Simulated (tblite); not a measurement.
C4H11GeNSi.
SMILES with atom numbers: `[CH2:1]=[CH:2][Si@@H:3]1[CH2:4][NH:5][GeH2:6][CH2:7]1` (hydrogens: H8, H9 on C1; H10 on C2; H11 on Si3; H12, H13 on C4; H14 on N5; H15, H16 on Ge6; H17, H18 on C7)

Computed with GFN2-xTB (tblite), gas phase: L-BFGS steps from a force-field or distance-geometry start until the largest atomic force falls under 0.01 eV/Å.

Step 11: E = -562.7210 eV
```
atom  x, y, z in Å  |  force x, y, z in eV/Å
C1      3.1537   -0.9142   -0.0440   -0.135   0.038  -0.094
C2      2.0534   -0.6840   -0.7430   -0.031   0.005   0.107
Si3     0.4157   -0.2915    0.0980   -0.126   0.018  -0.083
C4     -1.0548   -1.1877   -0.7647   -0.005   0.116   0.013
N5     -2.1632   -0.2468   -0.9029   -0.055   0.137   0.115
Ge6    -2.0220    1.4075   -0.1705    0.006   0.002   0.159
C7     -0.0488    1.5520   -0.0682   -0.269   0.009  -0.064
H8      3.1174   -0.8951    1.0306    0.063  -0.028   0.079
H9      4.1197   -1.1250   -0.4733   -0.008  -0.007  -0.110
H10     2.0734   -0.6952   -1.8274    0.139  -0.039   0.078
H11     0.3956   -0.6349    1.5359    0.042  -0.028  -0.069
H12    -1.3522   -2.0650   -0.1802    0.025   0.031   0.040
H13    -0.7996   -1.5582   -1.7647    0.118  -0.038   0.021
H14    -3.0660   -0.6993   -0.9410    0.111   0.025  -0.123
H15    -2.7622    2.4170   -1.0422    0.061  -0.179   0.057
H16    -2.6753    1.4581    1.2142    0.019   0.108  -0.085
H17     0.3335    1.9843   -0.9921    0.024  -0.018   0.065
H18     0.2733    2.1842    0.7589    0.020  -0.153  -0.106
```

Step 12: E = -562.7309 eV
```
atom  x, y, z in Å  |  force x, y, z in eV/Å
C1      3.1555   -0.9153   -0.0430   -0.032   0.016  -0.039
C2      2.0564   -0.6860   -0.7407   -0.088   0.038   0.058
Si3     0.4191   -0.2881    0.0933   -0.215  -0.045  -0.049
C4     -1.0554   -1.1884   -0.7602   -0.045   0.107  -0.035
N5     -2.1624   -0.2420   -0.8965   -0.037   0.064   0.156
Ge6    -2.0230    1.4132   -0.1593   -0.029  -0.138   0.047
C7     -0.0534    1.5525   -0.0682   -0.219  -0.014  -0.047
H8      3.1268   -0.8988    1.0324    0.040  -0.019   0.061
H9      4.1196   -1.1242   -0.4773    0.004  -0.017  -0.104
H10     2.0781   -0.6974   -1.8242    0.138  -0.039   0.046
H11     0.3959   -0.6363    1.5276    0.053  -0.029  -0.021
H12    -1.3517   -2.0705   -0.1732    0.058   0.155  -0.055
H13    -0.8040   -1.5519   -1.7668    0.098  -0.053   0.117
H14    -3.0633   -0.6977   -0.9622    0.147   0.078  -0.094
H15    -2.7676    2.4025   -1.0414    0.046  -0.117   0.032
H16    -2.6809    1.4753    1.2167    0.014   0.095  -0.025
H17     0.3304    1.9787   -0.9931    0.016   0.032   0.049
H18     0.2712    2.1805    0.7596    0.051  -0.115  -0.095
```

Step 13: E = -562.7404 eV
```
atom  x, y, z in Å  |  force x, y, z in eV/Å
C1      3.1564   -0.9159   -0.0423    0.066  -0.007   0.030
C2      2.0570   -0.6871   -0.7374   -0.106   0.057   0.006
Si3     0.4181   -0.2853    0.0882   -0.214  -0.079  -0.001
C4     -1.0569   -1.1865   -0.7569   -0.057   0.067  -0.063
N5     -2.1616   -0.2360   -0.8879   -0.034  -0.042   0.149
Ge6    -2.0248    1.4167   -0.1477   -0.075  -0.207  -0.063
C7     -0.0623    1.5526   -0.0695   -0.095  -0.036  -0.028
H8      3.1361   -0.9026    1.0345    0.021  -0.010   0.020
H9      4.1190   -1.1237   -0.4831   -0.020  -0.016  -0.082
H10     2.0855   -0.7003   -1.8201    0.112  -0.031   0.018
H11     0.3973   -0.6382    1.5195    0.054  -0.029   0.020
H12    -1.3502   -2.0724   -0.1678    0.069   0.234  -0.117
H13    -0.8054   -1.5475   -1.7665    0.061  -0.049   0.169
H14    -3.0586   -0.6952   -0.9830    0.147   0.120  -0.071
H15    -2.7710    2.3865   -1.0397    0.018  -0.049  -0.003
H16    -2.6855    1.4928    1.2181   -0.003   0.080   0.056
H17     0.3279    1.9741   -0.9928   -0.010   0.068   0.019
H18     0.2702    2.1744    0.7579    0.066  -0.071  -0.061
```

Task: Estimate the geometry and energy of step 14. (The exact step hangs on the optimiser's Hessian estimate; all steps are aligned on step 13, rigid shifts and turns removed.)

Result: E = -562.7491 eV, largest force 0.264 eV/Å
```
atom  x, y, z in Å  |  force x, y, z in eV/Å
C1      3.1582   -0.9165   -0.0416    0.101  -0.018   0.068
C2      2.0568   -0.6875   -0.7336   -0.077   0.054  -0.026
Si3     0.4136   -0.2845    0.0835   -0.112  -0.071   0.048
C4     -1.0595   -1.1830   -0.7549   -0.033   0.016  -0.064
N5     -2.1609   -0.2311   -0.8762   -0.056  -0.133   0.097
Ge6    -2.0281    1.4165   -0.1378   -0.106  -0.177  -0.119
C7     -0.0725    1.5519   -0.0710    0.042  -0.049  -0.013
H8      3.1457   -0.9065    1.0365    0.008  -0.002  -0.020
H9      4.1192   -1.1238   -0.4898   -0.061  -0.009  -0.053
H10     2.0945   -0.7036   -1.8160    0.072  -0.017   0.009
H11     0.3996   -0.6407    1.5128    0.048  -0.029   0.049
H12    -1.3475   -2.0704   -0.1649    0.050   0.230  -0.119
H13    -0.8063   -1.5447   -1.7637    0.028  -0.038   0.150
H14    -3.0526   -0.6907   -1.0051    0.104   0.132  -0.056
H15    -2.7747    2.3701   -1.0384   -0.010   0.008  -0.037
H16    -2.6901    1.5116    1.2207   -0.016   0.058   0.116
H17     0.3250    1.9713   -0.9918   -0.045   0.084  -0.009
H18     0.2707    2.1678    0.7549    0.063  -0.039  -0.021
```

The energy changes by -0.0087 eV. The first-order estimate −F·Δx gives -0.0121 eV and the mean of the old and new forces, exact on a quadratic surface, -0.0087 eV. The step makes an angle of 64° with the force vector and moves no atom by more than 0.023 Å.

What follows is the cost of the whole relaxation. Hardware: one thread of an AMD EPYC (shared host). Cost: 2.9 s wall.
